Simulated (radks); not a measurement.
Question: Valence configurations of neutral promethium (all share [Xe]). Method: scalar-relativistic Kohn-Sham, PBE, spin-polarised, spherical densities, point nucleus; open shells are filled with parallel spins first (spin-orbit coupling, left out, can overturn this in heavy ions); computed with a radial shooting solver on a logarithmic mesh with Libxc functionals. Order these by energy: 4f4 5d1 6s2; 4f5 6s1.5 6p0.5; 4f5 6s2; 4f5 6p2; 4f4 5d2 6s1; 4f3 5d2 6s2; 4f5 5d0.5 6s1.5; 4f4 5d1 6s1 6p1; 4f4 5d0.5 6s1.5 6p1.

Answer: From the lowest, in eV above it: 4f5 6s2 0.000; 4f5 5d0.5 6s1.5 0.636; 4f5 6s1.5 6p0.5 0.964; 4f4 5d1 6s2 3.234; 4f4 5d2 6s1 3.459; 4f5 6p2 4.297; 4f4 5d1 6s1 6p1 5.026; 4f4 5d0.5 6s1.5 6p1 5.287; 4f3 5d2 6s2 11.080. NIST lists [Xe] 4f5 6s2 as the ground configuration; this level of theory agrees among the configurations tried. The energies are those of spherical high-spin densities, not of single terms. No valid solution was reached for [Xe] 4f6 6s1.
